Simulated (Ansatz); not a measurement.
# What each rung costs, and what it gives

Saddle point of AlAsNH₇O₂, singlet (AlNH₄O₂ ([NH2][Al]([OH])[OH]) + AsH₃ → AlAsH₄O₂ ([OH][Al]([OH])[AsH2]) + NH₃ (still joined by a long Al–N bond); bonds formed: Al1–As6, N2–H5; bonds broken: H5–As6; bonds weakened to dative contacts: Al1–N2), PBE0-D4/def2-TZVP structure:

```
12
angstrom
Al -0.1227 -0.4791 -0.4152
N 1.6742 -0.1133 -0.1934
O -0.6726 -1.7471 0.5642
O -0.6191 -0.0631 -1.9836
H 0.9612 0.9500 0.4748
As -0.4107 1.8977 1.1441
H 2.2346 0.1894 -0.9793
H 2.2338 -0.6611 0.4468
H -1.5808 -1.9525 0.7692
H -1.4855 -0.2138 -2.3531
H -0.6924 0.8983 2.2581
H -1.5199 1.2946 0.2674
```

Barriers are electronic and count from the start structure reached by relaxing down the imaginary mode.

Ansatz 0.2.0; basis: as named in each row; cores frozen in the correlated methods. Filled d shells of the heavier atoms are correlated. The def2 sets are not built for correlating such inner shells, so the correlated values are less sure here. B3LYP uses VWN-RPA correlation. Extrapolation: Hartree–Fock as exp(−7.88 √X), correlation as X^−2.97.

Times are rough, for one single point on 8 threads of a shared host (Intel Xeon).

The estimate by CCSD(T) at an estimated basis limit (MP2 extrapolated from triple and quadruple zeta, plus CCSD(T) − MP2 in triple zeta) is 70.2 kJ/mol.

```json
{"method": "HF", "basis": "STO-3G", "time (s)": "1", "barrier (kJ/mol)": "137.3", "method less estimate": "67.1"}
{"method": "PBE-D4", "basis": "STO-3G", "time (s)": "2", "barrier (kJ/mol)": "23.3", "method less estimate": "-46.9"}
{"method": "SPW92", "basis": "def2-SVP", "time (s)": "2", "barrier (kJ/mol)": "6.0", "method less estimate": "-64.2"}
{"method": "PBE-D4", "basis": "def2-SVP", "time (s)": "3", "barrier (kJ/mol)": "32.7", "method less estimate": "-37.5"}
{"method": "B3LYP-D4", "basis": "6-31G", "time (s)": "3", "barrier (kJ/mol)": "58.9", "method less estimate": "-11.3"}
{"method": "PBE0-D4", "basis": "def2-SVP", "time (s)": "6", "barrier (kJ/mol)": "45.9", "method less estimate": "-24.3"}
{"method": "SPW92", "basis": "def2-TZVPP", "time (s)": "9", "barrier (kJ/mol)": "17.4", "method less estimate": "-52.8"}
{"method": "PBE-D4", "basis": "def2-TZVPP", "time (s)": "10", "barrier (kJ/mol)": "41.1", "method less estimate": "-29.2"}
{"method": "wB97M-V", "basis": "def2-SVP", "time (s)": "11", "barrier (kJ/mol)": "60.5", "method less estimate": "-9.7"}
{"method": "BLYP-D4", "basis": "def2-TZVPP", "time (s)": "11", "barrier (kJ/mol)": "61.2", "method less estimate": "-9.0"}
{"method": "PBE0-D4", "basis": "def2-TZVPP", "time (s)": "11", "barrier (kJ/mol)": "52.2", "method less estimate": "-18.0"}
{"method": "BHLYP-D4", "basis": "def2-TZVPP", "time (s)": "13", "barrier (kJ/mol)": "83.5", "method less estimate": "13.2"}
{"method": "CAM-B3LYP-D4", "basis": "def2-TZVPP", "time (s)": "13", "barrier (kJ/mol)": "75.8", "method less estimate": "5.6"}
{"method": "B3LYP-D4", "basis": "def2-TZVPP", "time (s)": "14", "barrier (kJ/mol)": "68.9", "method less estimate": "-1.4"}
{"method": "r2SCAN-D4", "basis": "def2-TZVPP", "time (s)": "15", "barrier (kJ/mol)": "50.2", "method less estimate": "-20.0"}
{"method": "r2SCAN0-D4", "basis": "def2-TZVPP", "time (s)": "18", "barrier (kJ/mol)": "57.9", "method less estimate": "-12.3"}
{"method": "CCSD(T)", "basis": "def2-SVP", "time (s)": "20", "barrier (kJ/mol)": "81.3", "method less estimate": "11.1"}
{"method": "B97M-V", "basis": "def2-TZVPP", "time (s)": "20", "barrier (kJ/mol)": "72.7", "method less estimate": "2.5"}
{"method": "wB97X-V", "basis": "def2-TZVPP", "time (s)": "21", "barrier (kJ/mol)": "74.4", "method less estimate": "4.2"}
{"method": "PBE-QIDH", "basis": "def2-TZVPP", "time (s)": "22", "barrier (kJ/mol)": "62.0", "method less estimate": "-8.2"}
{"method": "wB97M-V", "basis": "def2-TZVPP", "time (s)": "24", "barrier (kJ/mol)": "71.5", "method less estimate": "1.3"}
{"method": "B2PLYP", "basis": "def2-TZVPP", "time (s)": "24", "barrier (kJ/mol)": "72.9", "method less estimate": "2.7"}
{"method": "RPA on PBE", "basis": "def2-TZVPP", "time (s)": "24", "barrier (kJ/mol)": "75.3", "method less estimate": "5.1"}
{"method": "MP2", "basis": "def2-QZVPP", "time (s)": "64", "barrier (kJ/mol)": "63.9", "method less estimate": "-6.3"}
{"method": "CCSD(T)", "basis": "def2-TZVPP", "time (s)": "310", "barrier (kJ/mol)": "73.7", "method less estimate": "3.5"}
```

All methods are single points on the PBE0-D4 structures.

The T1 diagnostic stays at or below 0.012.

Labels in which every atom is bracketed show which atoms are joined, not bond orders.
